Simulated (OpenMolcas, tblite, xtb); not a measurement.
How methods differ on C3H4AlF (SMILES C#[C][Al]([CH3])[F])

The species is C3H4AlF (9 atoms), meant as a singlet with charge 0. SMILES: `C#[C][Al]([CH3])[F]`. Geometry: relaxed at PBE0-D4/def2-TZVP.

Each level gives the dipole moment (D). The values are calculated.

| level | kind | program | value (D) | CPU time |
| --- | --- | --- | --- | --- |
| IPEA1-xTB | semi-empirical | tblite | 3.15 | under 2 s |
| GFN2-xTB | semi-empirical | xtb | 2.49 | under 2 s |
| HF/cc-pVDZ | Hartree–Fock | OpenMolcas | 2.30 | 19 s |
| SVWN5/cc-pVDZ | LDA | OpenMolcas | 2.02 | 47 s |
| PBE/cc-pVDZ | GGA | OpenMolcas | 1.95 | 63 s |
| M06-L/cc-pVDZ | meta-GGA | OpenMolcas | 2.00 | 61 s |
| B3LYP/cc-pVDZ | global hybrid | OpenMolcas | 2.02 | 59 s |

The values span 1.95 to 3.15 D. Magnitudes only. CPU times are rough (shared hosts, several kinds of processor and program).
